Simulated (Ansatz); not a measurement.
Cartesian coordinates (Å):
SMILES: F[C](F)(F)[GeH3]
```xyz
8

F      1.4262    -1.2981    -0.2625
C      0.9800    -0.0323    -0.0900
F      1.4106     0.6845    -1.1540
F      1.6128     0.4619     0.9992
Ge    -1.0262     0.0446     0.1034
H     -1.4004     1.5173     0.2874
H     -1.3933    -0.7927     1.3310
H     -1.6235    -0.5368    -1.1804
```
Charge 0, spin multiplicity 1.

Method: frozen-core CCSD(T)/def2-TZVPP // B3LYP-D3(BJ)/def2-TZVP in Ansatz (a quantum-chemistry and plane-wave program).

```json
{
  "HF energy": "-2413.43515 Ha",
  "MP2 correlation energy": "-1.16690 Ha"
}
```

Problem. Estimate the CCSD correlation energy, the (T) correction, the total energy and the T1 diagnostic.

Solution. 
```json
{
  "CCSD correlation energy": "-1.18263 Ha",
  "(T) correction": "-0.03853 Ha",
  "CCSD(T) total energy": "-2414.65632 Ha",
  "T1 diagnostic": "0.013"
}
```
